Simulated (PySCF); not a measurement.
## A small calculation by hand: oscillator strength and radiative lifetime

C3H9BO, SMILES CCBOC.

Geometry: r2SCAN-D4/def2-SVP. This is a generated structure with no PubChem entry under its InChIKey; it may be hypothetical. Other conformers were not sampled.

TDDFT-PBE/def2-SVPD (PySCF 2.14.0) puts the first singlet state with f over 0.02 at 7.25 eV (vertical), with the transition dipole (-0.094, 0.654, 0.000) in atomic units.

Task: Find the oscillator strength, the wavelength and the radiative lifetime that this transition would have in vacuum if emission retraced absorption.

Result: 
|μ|² = 0.4366 au, so |μ| = 1.68 D. ΔE = 7.25/27.211 = 0.2664 hartree. f = (2/3) ΔE |μ|² = 0.078 (the program prints 0.078).
λ = 1239.84/7.25 = 171 nm; ν = 58475 cm⁻¹.
Einstein's coefficient A = 0.6670 ν² f s⁻¹ (ν in cm⁻¹) = 1.8e8 s⁻¹, so τ = 1/A = 5.7 ns. This state is S4; the lower singlets have f = 0.000, 0.003, 0.001. The figure is the radiative limit of this one transition; relaxation, internal conversion, crossing to triplets and a medium change what is measured.
